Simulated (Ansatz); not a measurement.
Geometry optimisation of the cluster PbI₂⁺.

```yaml
crystal:
  periodic: [false, false, false]
  atoms:
    - {symbol: Pb, position_ang: [1.485558, -0.302368, 0.429144]}
    - {symbol: I, position_ang: [-0.894341, -1.406681, -0.787666]}
    - {symbol: I, position_ang: [-0.591218, 1.709049, 0.358521]}
basis:
  gaussian: {orbitals: def2-SVP}
total_charge: 1
magnetization: {spin_polarized: true, initial_magnetization: 3}
hamiltonian: {xc: pbe0, dispersion: d4}
scf: {omitted_lower_state_checks: [starts]}
output: {orbitals: {seedname: orbitals}}
relax: {f_tol: 0.02, max_steps: 100}
```

```sh
$ ansatz run in.yaml --threads 4 --pin off --events-out ev --progress --plain --max-ram 3916MiB
```

It prints (some lines left out):

```
Functional definition: PBE0
mean field -21442.52330305 eV, -787.9981971226 hartree, gradient 9.0e-6 eV, S^2 3.756661; 0 other end points of the search recorded, 0 dependent functions left out
relax step   1: F+E_penalty+E_count = -21442.64990191 eV  Δ(F+E_penalty+E_count) = +0.000e0 eV  max|allowed force component| = 2.205e0 eV/Å  Δτ_max = 0.0000 Å  (49 SCF iters, accepted)
mean field -21442.93374719 eV, -788.0132806667 hartree, gradient 2.9e-5 eV, S^2 3.756489; 0 other end points of the search recorded, 0 dependent functions left out
relax step   2: F+E_penalty+E_count = -21443.06031394 eV  Δ(F+E_penalty+E_count) = -4.104e-1 eV  max|allowed force component| = 4.728e-1 eV/Å  Δτ_max = 0.1980 Å  (42 SCF iters, accepted)
mean field -21442.98095236 eV, -788.0150154246 hartree, gradient 1.1e-5 eV, S^2 3.756229; 0 other end points of the search recorded, 0 dependent functions left out
relax step   3: F+E_penalty+E_count = -21443.10883870 eV  Δ(F+E_penalty+E_count) = -4.852e-2 eV  max|allowed force component| = 3.987e-1 eV/Å  Δτ_max = 0.1244 Å  (39 SCF iters, accepted)
mean field -21442.99397200 eV, -788.0154938876 hartree, gradient 1.6e-5 eV, S^2 3.756308; 0 other end points of the search recorded, 0 dependent functions left out
relax step   4: F+E_penalty+E_count = -21443.12258526 eV  Δ(F+E_penalty+E_count) = -1.375e-2 eV  max|allowed force component| = 1.270e-1 eV/Å  Δτ_max = 0.0454 Å  (41 SCF iters, accepted)
mean field -21442.99785389 eV, -788.0156365446 hartree, gradient 1.2e-5 eV, S^2 3.756311; 0 other end points of the search recorded, 0 dependent functions left out
relax step   5: F+E_penalty+E_count = -21443.12559697 eV  Δ(F+E_penalty+E_count) = -3.012e-3 eV  max|allowed force component| = 2.624e-2 eV/Å  Δτ_max = 0.0356 Å  (43 SCF iters, accepted)
mean field -21442.99788771 eV, -788.0156377875 hartree, gradient 1.9e-5 eV, S^2 3.756312; 0 other end points of the search recorded, 0 dependent functions left out
relax step   6: F+E_penalty+E_count = -21443.12572085 eV  Δ(F+E_penalty+E_count) = -1.239e-4 eV  max|allowed force component| = 5.675e-4 eV/Å  Δτ_max = 0.0053 Å  (36 SCF iters, accepted)
mean field -21442.99788771 eV, -788.0156377875 hartree, gradient 1.9e-5 eV, S^2 3.756312; 0 other end points of the search recorded, 0 dependent functions left out
Total energy: -21443.12574428 eV, -788.0203364297 hartree
Atom 0 at     1.774488    -0.361193     0.512604 Å, force     0.000485    -0.000099     0.000140 eV/Å
Atom 1 at    -1.027094    -1.256999    -0.785148 Å, force    -0.000292    -0.000468    -0.000260 eV/Å
Atom 2 at    -0.747396     1.618191     0.272543 Å, force    -0.000192     0.000567     0.000120 eV/Å
Dipole moment:     0.249648    -0.050815     0.072117 e Å
Checks for a lower state left out: starts
```

It took 9 s on 4 threads of INTEL XEON PLATINUM 8581C on a shared host.

In the def2 sets I, Pb take a core potential; there is no spin–orbit coupling. In the quartet, I2 and I3 lie 3.08 Å apart (atoms count from 1), so these atoms are partly bonded to each other. At PBE0-D4/def2-SVP a doublet of charge 1 lies 2.46 eV below the quartet, each at its own geometry. The structure comes from a short search, and lower isomers may exist.
